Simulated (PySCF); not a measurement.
Molfile (atoms numbered from 1):
```
C6H16N2
     RDKit          3D

 24 23  0  0  0  0  0  0  0  0999 V2000
    2.3159    1.4841   -0.4354 C   0  0  0  0  0  0  0  0  0  0  0  0
    2.4252    0.0091   -0.0844 C   0  0  0  0  0  0  0  0  0  0  0  0
    1.1043   -0.7433   -0.1627 C   0  0  0  0  0  0  0  0  0  0  0  0
    0.1532   -0.2018    0.7887 N   0  0  0  0  0  0  0  0  0  0  0  0
   -1.1679   -0.6476    0.7249 N   0  0  0  0  0  0  0  0  0  0  0  0
   -1.3440   -2.0770    0.6224 C   0  0  0  0  0  0  0  0  0  0  0  0
   -1.9560    0.1078   -0.2276 C   0  0  0  0  0  0  0  0  0  0  0  0
   -2.0290    1.5815    0.1142 C   0  0  0  0  0  0  0  0  0  0  0  0
    3.2898    1.9906   -0.3579 H   0  0  0  0  0  0  0  0  0  0  0  0
    1.9493    1.6186   -1.4660 H   0  0  0  0  0  0  0  0  0  0  0  0
    1.6078    1.9925    0.2345 H   0  0  0  0  0  0  0  0  0  0  0  0
    2.8375   -0.1026    0.9356 H   0  0  0  0  0  0  0  0  0  0  0  0
    3.1490   -0.4901   -0.7502 H   0  0  0  0  0  0  0  0  0  0  0  0
    0.6784   -0.6265   -1.1750 H   0  0  0  0  0  0  0  0  0  0  0  0
    1.2969   -1.8291   -0.0299 H   0  0  0  0  0  0  0  0  0  0  0  0
    0.4918   -0.2883    1.7441 H   0  0  0  0  0  0  0  0  0  0  0  0
   -2.4023   -2.3272    0.7938 H   0  0  0  0  0  0  0  0  0  0  0  0
   -0.7521   -2.5800    1.4032 H   0  0  0  0  0  0  0  0  0  0  0  0
   -1.0531   -2.5101   -0.3595 H   0  0  0  0  0  0  0  0  0  0  0  0
   -1.5815   -0.0194   -1.2704 H   0  0  0  0  0  0  0  0  0  0  0  0
   -2.9682   -0.3291   -0.2205 H   0  0  0  0  0  0  0  0  0  0  0  0
   -2.6525    2.1202   -0.6154 H   0  0  0  0  0  0  0  0  0  0  0  0
   -1.0244    2.0265    0.1120 H   0  0  0  0  0  0  0  0  0  0  0  0
   -2.4594    1.7227    1.1173 H   0  0  0  0  0  0  0  0  0  0  0  0
  1  2  1  0
  2  3  1  0
  3  4  1  0
  4  5  1  0
  5  6  1  0
  5  7  1  0
  7  8  1  0
  1  9  1  0
  1 10  1  0
  1 11  1  0
  2 12  1  0
  2 13  1  0
  3 14  1  0
  3 15  1  0
  4 16  1  0
  6 17  1  0
  6 18  1  0
  6 19  1  0
  7 20  1  0
  7 21  1  0
  8 22  1  0
  8 23  1  0
  8 24  1  0
M  END
```

Geometry: PBE0-D3(BJ)/def2-SVP; GIAO absolute shieldings from PySCF 2.14.0 with density-fitted response routines, gas phase, non-relativistic, averaged over equivalent atoms.

At HF/pcSseg-1 (216 basis functions, 16 s wall time on 1 thread of an Arm Neoverse V2, shared host):
```json
{"atoms": "C7", "σ (ppm)": "147.0"}
{"atoms": "C6", "σ (ppm)": "150.6"}
{"atoms": "C3", "σ (ppm)": "155.0"}
{"atoms": "C2", "σ (ppm)": "168.4"}
{"atoms": "C8", "σ (ppm)": "175.1"}
{"atoms": "C1", "σ (ppm)": "177.0"}
{"atoms": "N4", "σ (ppm)": "190.2"}
{"atoms": "N5", "σ (ppm)": "208.0"}
{"atoms": "H17/H18/H19", "σ (ppm)": "29.44"}
{"atoms": "H14/H15", "σ (ppm)": "29.61"}
{"atoms": "H20/H21", "σ (ppm)": "29.79"}
{"atoms": "H22/H23/H24", "σ (ppm)": "30.42"}
{"atoms": "H16", "σ (ppm)": "30.48"}
{"atoms": "H9/H10/H11", "σ (ppm)": "30.54"}
{"atoms": "H12/H13", "σ (ppm)": "30.65"}
```

**Question.** Predict the values at PBE0/pcSseg-1 on the same geometry.

**Answer.** 
```
      atoms  σ at PBE0/pcSseg-1  change
         C7               136.1   -10.9
         C6               140.9    -9.7
         C3               145.8    -9.2
         C2               159.9    -8.5
         C8               168.9    -6.2
         C1               170.3    -6.7
         N4               170.3   -19.9
         N5               185.2   -22.8
H17/H18/H19               28.80   -0.64
    H14/H15               28.82   -0.79
    H20/H21               29.08   -0.71
H22/H23/H24               30.07   -0.35
        H16               29.79   -0.69
 H9/H10/H11               30.15   -0.39
    H12/H13               30.06   -0.59
```

The largest change is at N5 (nitrogen bonded to O or N). Cost: 216 basis functions, 32 s wall time on 1 thread of an Arm Neoverse V2, shared host. The order of the carbon signals is the same at both levels.
